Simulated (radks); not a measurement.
The numbers below are computed, except where a source is named.
Excited configurations of Se XXIII: one electron is placed in a higher orbital outside [Ne] 3s1. The ground configuration is [Ne] 3s2. Code: a radial shooting solver on a logarithmic mesh with Libxc functionals. Model: Dirac Kohn-Sham, PBE, spin-unpolarised, spherical densities, finite nucleus; open shells fill j = l - 1/2 first; Fermi nuclear charge, rms radius 4.14 fm. Excitation = E - E(ground); binding = E(ion) - E, where the ion is the core of charge +23; n* = 23/sqrt(2 binding) in atomic units. These energies are relativistic, and a one-electron ion of charge +23 with no core already has n* below n in this formula (Dirac formula, point nucleus: 3d3/2 2.996, 4s1/2 3.988, 4p1/2 3.988, 5f5/2 4.997, 6s1/2 5.988, 6p1/2 5.988, 6d3/2 5.995, 6f5/2 5.997, 7p1/2 6.987, 7f5/2 6.997). The quantum defect is therefore taken as that value minus n*, so that it holds no relativistic shift of the bare ion.

| outer orbital | excitation (eV) | binding (eV) | quantum defect | eigenvalue (eV) | <r> (bohr) |
|---|---|---|---|---|---|
| 3d3/2 | 135.15 | 856.33 | 0.097 | -829.03 | 0.4188 |
| 4s1/2 | 465.57 | 525.91 | 0.289 | -514.85 | 0.8959 |
| 4p1/2 | 486.30 | 505.18 | 0.214 | -493.89 | 0.8903 |
| 5f5/2 | 698.66 | 292.81 | 0.040 | -285.68 | 1.344 |
| 6s1/2 | 769.10 | 222.38 | 0.298 | -218.12 | 2.117 |
| 6p1/2 | 774.90 | 216.57 | 0.223 | -212.33 | 2.131 |
| 6d3/2 | 783.41 | 208.07 | 0.113 | -203.82 | 2.131 |
| 6f5/2 | 788.13 | 203.35 | 0.048 | -198.87 | 2.051 |
| 7p1/2 | 833.96 | 157.52 | 0.228 | -154.58 | 2.945 |
| 7f5/2 | 842.03 | 149.44 | 0.057 | -146.31 | 2.887 |

The Delta-SCF ionisation energy is 991.48 eV (NIST Atomic Spectra Database: 990 eV, semi-empirical). Self-interaction in the functional shifts the binding energies and quantum defects, so they are the method's values and not measured ones. Spin polarisation and multiplet splitting are left out, so open shells lie too high by an amount that depends on their filling.

Beside tabulated values, note that spin-unpolarised runs miss the spin-polarisation part of the exchange energy of open shells.
